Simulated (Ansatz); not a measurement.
Molecule: sum formula SnH$_{2}$Cl$_{2}$ (charge 0, singlet). 
Structure (B3LYP-D3(BJ)/def2-TZVP (Ansatz, a program for electronic structure) minimum search):
SMILES: [Cl][SnH2][Cl]
```xyz
5

Cl    -1.8434     0.9288    -0.0368
Sn    -0.0184    -0.5309     0.0341
Cl     1.9031     0.7968    -0.0742
H     -0.0661    -1.4890    -1.3687
H     -0.0304    -1.3027     1.5482
```

Dipole moments at this geometry, in debye (magnitudes).

| level | program | dipole (D) |
|---|---|---|
| SVWN5/def2-TZVPD | Ansatz | 2.64 |
| BLYP/def2-TZVPD | Ansatz | 2.56 |
| revPBE/def2-TZVPD | Ansatz | 2.57 |
| r2SCAN/def2-TZVPD | Ansatz | 2.67 |
| B3LYP/def2-TZVPD | Ansatz | 2.68 |
| PBE0/def2-TZVPD | Ansatz | 2.71 |
| r2SCANh/def2-TZVPD | Ansatz | 2.71 |
| r2SCAN0/def2-TZVPD | Ansatz | 2.76 |
| HSE06/def2-TZVPD | Ansatz | 2.70 |
| CAM-B3LYP/def2-TZVPD | Ansatz | 2.78 |
| LC-wPBE/def2-TZVPD | Ansatz | ___ |
| wB97M-V/def2-TZVPD | Ansatz | 2.73 |
| CCSD(T)/def2-SVPD | Ansatz | ___ |

Task: Fill in the missing entries.

Result: 
- LC-wPBE/def2-TZVPD, dipole (D): 2.83
- CCSD(T)/def2-SVPD, dipole (D): 2.74
